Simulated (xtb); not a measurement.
Job for xtb: GFN2-xTB on AlFH4Si (SMILES [F][AlH][SiH3]), a point of a torsion scan.

```
$ xtb mol.xyz --gfn 2 --opt vtight --chrg 0 --uhf 0 --input xcontrol
7

F      2.32066909    -1.44537305    -0.00642720
Al     1.30048231     0.03282790    -0.02055925
Si    -1.04333410    -0.02867326    -0.03383782
H      1.99063502     1.46414041     0.06260668
H     -1.48189763    -0.27746592     1.35524981
H     -1.53173246    -1.10558118    -0.90451157
H     -1.55320144     1.29048683    -0.41607143
$constrain
  force constant=1.0
  dihedral: 1,2,3,5,80.0
$end
```

The log:

```
[...]
           -------------------------------------------------
          |                Calculation Setup                |
           -------------------------------------------------



           -------------------------------------------------
          |                 G F N 2 - x T B                 |
           -------------------------------------------------

        Reference                      10.1021/acs.jctc.8b01176
      * Hamiltonian:
        H0-scaling (s, p, d)           1.850000    2.230000    2.230000
        zeta-weighting                 0.500000
      * Dispersion:
        s8                             2.700000
        a1                             0.520000
        a2                             5.000000
        s9                             5.000000
      * Repulsion:
        kExp                           1.500000    1.000000
        rExp                           1.000000
      * Coulomb:
        alpha                          2.000000
        third order                    shell-resolved
        anisotropic                    true
        a3                             3.000000
        a5                             4.000000
        cn-shift                       1.200000
        cn-exp                         4.000000
        max-rad                        5.000000


          ...................................................
          :                      SETUP                      :
          :.................................................:
          :  # basis functions                  28          :
          :  # atomic orbitals                  26          :
          :  # shells                           12          :
          :  # electrons                        18          :
          :  max. iterations                   250          :
          :  Hamiltonian                  GFN2-xTB          :
          :  restarted?                      false          :
          :  GBSA solvation                  false          :
          :  PC potential                    false          :
          :  electronic temp.          300.0000000     K    :
          :  accuracy                    1.0000000          :
          :  -> integral cutoff          0.2500000E+02      :
          :  -> integral neglect         0.1000000E-07      :
          :  -> SCF convergence          0.1000000E-05 Eh   :
          :  -> wf. convergence          0.1000000E-03 e    :
          :  Broyden damping             0.4000000          :
          :  net charge                          0          :
          :  unpaired electrons                  0          :
          ...................................................

 iter      E             dE          RMSdq      gap      omega  full diag
   1     -9.6052780 -0.960528E+01  0.212E+01    3.19       0.0  T
   2     -9.6650219 -0.597439E-01  0.129E+01    3.39       1.0  T
   3     -9.6539054  0.111165E-01  0.635E+00    3.36       1.0  T
   4     -9.6824926 -0.285872E-01  0.144E+00    3.47       1.0  T
   5     -9.6832282 -0.735623E-03  0.672E-01    3.51       1.0  T
   6     -9.6834709 -0.242732E-03  0.160E-01    3.51       1.0  T
   7     -9.6834923 -0.213619E-04  0.563E-02    3.52       1.0  T
   8     -9.6834930 -0.693604E-06  0.276E-02    3.52       1.4  T
   9     -9.6834931 -0.149383E-06  0.133E-02    3.51       2.8  T
  10     -9.6834932 -0.259780E-07  0.607E-03    3.52       6.2  T
  11     -9.6834932 -0.269621E-07  0.126E-03    3.52      29.9  T
  12     -9.6834932 -0.169072E-09  0.683E-04    3.52      55.3  T
  13     -9.6834932 -0.383316E-09  0.930E-05    3.52     406.4  T

   *** convergence criteria satisfied after 13 iterations ***

         #    Occupation            Energy/Eh            Energy/eV
      -------------------------------------------------------------
         1        2.0000           -0.7884854             -21.4558
       ...           ...                  ...                  ...
         3        2.0000           -0.5074730             -13.8090
         4        2.0000           -0.4895978             -13.3226
         5        2.0000           -0.4894884             -13.3197
         6        2.0000           -0.4538294             -12.3493
         7        2.0000           -0.4440118             -12.0822
         8        2.0000           -0.4412822             -12.0079
         9        2.0000           -0.3685681             -10.0292 (HOMO)
        10                         -0.2393810              -6.5139 (LUMO)
        11                         -0.2293580              -6.2411
        12                         -0.2212798              -6.0213
        13                         -0.1829841              -4.9793
        14                         -0.1623056              -4.4166
       ...                                ...                  ...
        26                          1.2380619              33.6894
      -------------------------------------------------------------
                  HL-Ga
[...]
 -0.1735945              -4.7237
        14                         -0.1481772              -4.0321
       ...                                ...                  ...
        26                          1.2930668              35.1861
      -------------------------------------------------------------
                  HL-Gap            0.1356437 Eh            3.6911 eV
             Fermi-level           -0.3028682 Eh           -8.2415 eV

 SCC (total)                   0 d,  0 h,  0 min,  0.002 sec
 SCC setup                      ...        0 min,  0.000 sec (  1.527%)
 Dispersion                     ...        0 min,  0.000 sec (  0.432%)
 classical contributions        ...        0 min,  0.000 sec (  0.198%)
 integral evaluation            ...        0 min,  0.001 sec ( 26.057%)
 iterations                     ...        0 min,  0.000 sec ( 22.995%)
 molecular gradient             ...        0 min,  0.001 sec ( 45.638%)
 printout                       ...        0 min,  0.000 sec (  2.803%)

         :::::::::::::::::::::::::::::::::::::::::::::::::::::
         ::                     SUMMARY                     ::
         :::::::::::::::::::::::::::::::::::::::::::::::::::::
         :: total energy              -9.648727372103 Eh    ::
         :: gradient norm              0.000045234776 Eh/a0 ::
         :: HOMO-LUMO gap              3.691052774482 eV    ::
         ::.................................................::
         :: SCC energy                -9.699788021873 Eh    ::
         :: -> isotropic ES            0.041595981805 Eh    ::
         :: -> anisotropic ES          0.003888673302 Eh    ::
         :: -> anisotropic XC         -0.003350288507 Eh    ::
         :: -> dispersion             -0.003075977079 Eh    ::
         :: repulsion energy           0.051060645111 Eh    ::
         :: add. restraining           0.000000004659 Eh    ::
         :: total charge               0.000000000000 e     ::
         :::::::::::::::::::::::::::::::::::::::::::::::::::::

           -------------------------------------------------
          |                Property Printout                |
           -------------------------------------------------

    * Orbital Energies and Occupations

         #    Occupation            Energy/Eh            Energy/eV
      -------------------------------------------------------------
         1        2.0000           -0.8050104             -21.9054
         2        2.0000           -0.7143698             -19.4390
         3        2.0000           -0.5204750             -14.1628
         4        2.0000           -0.5066357             -13.7863
         5        2.0000           -0.5066012             -13.7853
         6        2.0000           -0.4548531             -12.3772
         7        2.0000           -0.4336180             -11.7993
         8        2.0000           -0.4324501             -11.7676
         9        2.0000           -0.3706900             -10.0870 (HOMO)
        10                         -0.2350464              -6.3959 (LUMO)
        11                         -0.2284518              -6.2165
        12                         -0.2202949              -5.9945
        13                         -0.1735945              -4.7237
        14                         -0.1481772              -4.0321
        15                         -0.1434857              -3.9044
        16                         -0.1222882              -3.3276
        17                         -0.0846282              -2.3028
        18                         -0.0552815              -1.5043
        19                          0.0035985               0.0979
        20                          0.0354037               0.9634
       ...                                ...                  ...
        26                          1.2930668              35.1861
      -------------------------------------------------------------
                  HL-Gap            0.1356437 Eh            3.6911 eV
             Fermi-level           -0.3028682 Eh           -8.2415 eV

     #   Z          covCN         q      C6AA      α(0)
     1   9 F        0.672    -0.254    11.833     4.061
     2  13 Al       2.454     0.344    97.645    20.421
Note: The following floating-point exceptions are signalling: IEEE_UNDERFLOW_FLAG IEEE_DENORMAL
normal termination of xtb
     3  14 Si       3.643     0.372   100.786    19.251
     4   1 H        0.880    -0.165     8.544     4.576
     5   1 H        0.914    -0.098     5.494     3.666
     6   1 H        0.913    -0.093     5.336     3.613
     7   1 H        0.915    -0.106     5.770     3.757

 Mol. C6AA /au·bohr⁶  :       1077.552181
 Mol. C8AA /au·bohr⁸  :      51973.114771
 Mol. α(0) /au        :         59.344951


Wiberg/Mayer (AO) data.
largest (>0.10) Wiberg bond orders for each atom

 ---------------------------------------------------------------------------
     #   Z sym  total        # sym  WBO       # sym  WBO       # sym  WBO
 ---------------------------------------------------------------------------
     1   9 F    1.319 --     2 Al   1.281
     2  13 Al   3.352 --     1 F    1.281     3 Si   0.938     4 H    0.883
     3  14 Si   3.588 --     2 Al   0.938     7 H    0.860     5 H    0.855
                             6 H    0.845
     4   1 H    0.973 --     2 Al   0.883
     5   1 H    0.990 --     3 Si   0.855
     6   1 H    0.991 --     3 Si   0.845
     7   1 H    0.989 --     3 Si   0.860
 ---------------------------------------------------------------------------

Topologies differ in total number of bonds
Writing topology from bond orders to xtbtopo.mol

molecular dipole:
                 x           y           z       tot (Debye)
 q only:       -0.761       0.217       0.017
   full:       -0.626       0.237       0.019       1.702
molecular quadrupole (traceless):
                xx          xy          yy          xz          yz          zz
 q only:       -4.947       1.668       0.579       0.081      -0.192       4.368
  q+dip:       -5.302       2.066       1.066       0.085      -0.154       4.236
   full:       -8.643       1.294      -0.024       0.066      -0.526       8.667

           -------------------------------------------------
          |                Geometry Summary                 |
           -------------------------------------------------

      molecular mass/u    :       78.0972034
   center of mass at/Å    :        0.6338846      -0.2831751      -0.0082834
  moments of inertia/u·Å² :        0.2266239E+02   0.1801279E+03   0.1972872E+03
rotational constants/cm⁻¹ :        0.7438595E+00   0.9358702E-01   0.8544717E-01

 * 5 selected distances

     #   Z          #   Z                                           value/Å
     1   9 F        2  13 Al                                      1.6536143 (max)
     2  13 Al       4   1 H                                       1.5519677
     3  14 Si       5   1 H                                       1.4790173
     3  14 Si       6   1 H                                       1.4805982
     3  14 Si       7   1 H                                       1.4760693 (min)

 * 3 distinct bonds (by element types)

   Z      Z             #   av. dist./Å        max./Å        min./Å
   1 H   13 Al          1     1.5519677     1.5519677     1.5519677
   9 F   13 Al          1     1.6536143     1.6536143     1.6536143
   1 H   14 Si          3     1.4785616     1.4805982     1.4760693


optimized geometry written to: xtbopt.xyz


           -------------------------------------------------
          | TOTAL ENERGY               -9.648727372103 Eh   |
          | GRADIENT NORM               0.000045234776 Eh/α |
          | HOMO-LUMO GAP               3.691052774482 eV   |
           -------------------------------------------------

------------------------------------------------------------------------
------------------------------------------------------------------------
 total:
 SCF:
 ANC optimizer:
```

The run finished.

Warnings raised: the energy holds the restraint's term.

Cost: about 0.06 core-seconds (a rough figure).
